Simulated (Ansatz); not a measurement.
`CN(C)[Si]Br` + H₂ → `[SiH]Br` + dimethylamine at 298.15 K and 1 bar (hydrogenolysis of the Si–N bond).

Computed with Ansatz on PBE0-D4/def2-TZVP structures; ΔE is electronic, products minus reactants. CCSD(T)/CBS adds triple-zeta CCSD(T) − MP2 to the extrapolated MP2 energy (def2 sets, frozen cores). This one scheme is used for every species. For Br outer-core shells are correlated without core-valence functions, which leaves a few kJ/mol of doubt a bond. Scalar relativity is left out up to krypton. Each species was taken in one conformer, which may not be the lowest.

```csv
species,CCSD(T)/CBS energy (Eh),H − E (kJ/mol),S (J/(mol·K))
`CN(C)[Si]Br`,-2996.85389,242.2,353.8
H₂,-1.17544,35.1,130.4
`[SiH]Br`,-2862.97869,30.2,263.1
`CNC`,-135.00321,256.9,271.4
```

H − E and S are ideal-gas, rigid-rotor, harmonic terms from PBE0-D4/def2-TZVP, for one conformer and one mirror image of each species. The MP2-based limit puts H₂ 0.8 mEh under its directly extrapolated value; such offsets cancel only in part. 1 Eh = 2625.50 kJ/mol, R = 8.31446 J/(mol·K).

Q: By hand: ΔE, ΔH, ΔS and ΔG.

A: ΔE = (-2862.97869) + (-135.00321) − (-2996.85389) − (-1.17544) = 0.04743 Eh = 124.5 kJ/mol. Δ(H − E) = 30.2 + 256.9 − 242.2 − 35.1 = 9.8, so ΔH = 134.3 kJ/mol. ΔS = 263.1 + 271.4 − 353.8 − 130.4 = 50.3 J/(mol·K). ΔG = 134.3 − 298.15 × (50.3)/1000 = 119.3 kJ/mol.

Q: By hand: the equilibrium constant, and the temperature at which ΔG would vanish if ΔH and ΔS stayed fixed.

A: log₁₀ K = −ΔG/(RT ln 10) = -20.9. ΔG = 0 at ΔH/ΔS = 2670 K, far beyond where these terms or the molecules hold.

ΔH outweighs TΔS. A doubt of 5 kJ/mol in ΔE shifts log₁₀ K by 0.9 here. Other conformers and mirror images would add mixing entropy, several J/(mol·K) or more a flexible species. These are equilibria of isolated gas molecules and say nothing of rates. Largest T1 diagnostic: 0.012 (customary marks: 0.02 for closed shells, 0.045 for open ones).
